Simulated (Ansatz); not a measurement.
`C=C[SiH2]NC` → `C=C[SiH3]` + `C=N`  (β-hydride elimination)

Program: Ansatz. Geometries: PBE0-D4/def2-TZVP. ΔE: electronic, gas phase. CCSD(T)/CBS is the MP2 limit (def2-TZVPP, def2-QZVPP) plus CCSD(T) − MP2 in def2-TZVPP, frozen cores. This one scheme is used for every species. DFT in def2-TZVPP. One conformer a species, not always the lowest.

CCSD(T)/CBS gives +171.1 kJ/mol.

Question: Another level gave +185.3 kJ/mol. Which?
A. BLYP-D4/def2-TZVPP
B. LC-ωPBE/def2-TZVPP
C. HF/def2-TZVPP
D. BHLYP-D4/def2-TZVPP

Answer: B. LC-ωPBE 185.3, BHLYP-D4 180.5, BLYP-D4 152.1, HF/def2-TZVPP 147.9 kJ/mol.

Question: What do rigid-rotor, harmonic-oscillator terms from PBE0-D4/def2-TZVP frequencies (298.15 K, 1 bar) make of the CCSD(T)/CBS value? (Estimate.)

Answer: The calculation gave: ΔZPE = -19.3 kJ/mol, ΔH = +154.5 kJ/mol, ΔS = 157 J/(mol·K), ΔG = +107.7 kJ/mol.

Largest T1 diagnostic among the species: 0.012.

The D4 term adds +15.5 kJ/mol with B3LYP and +8.6 kJ/mol with PBE0; it sums over pairs of atoms, weighted by their polarisabilities, and B3LYP, whose exchange is more repulsive, gets the larger term. From PBE to PBE0 (25 % exact exchange), in def2-TZVPP and without D4, ΔE moves by +15.3 kJ/mol. In def2-TZVPP, CCSD(T) changes the Hartree–Fock value by +16.6 kJ/mol (the triples alone add −0.7 kJ/mol) and MP2 by +31.7 kJ/mol.

CCSD(T)/CBS has its own doubt, a few kJ/mol and more with outer-core shells, so smaller differences from it don't rank the levels.

B3LYP here is the variant with VWN-RPA as its local correlation; programs differ in this.
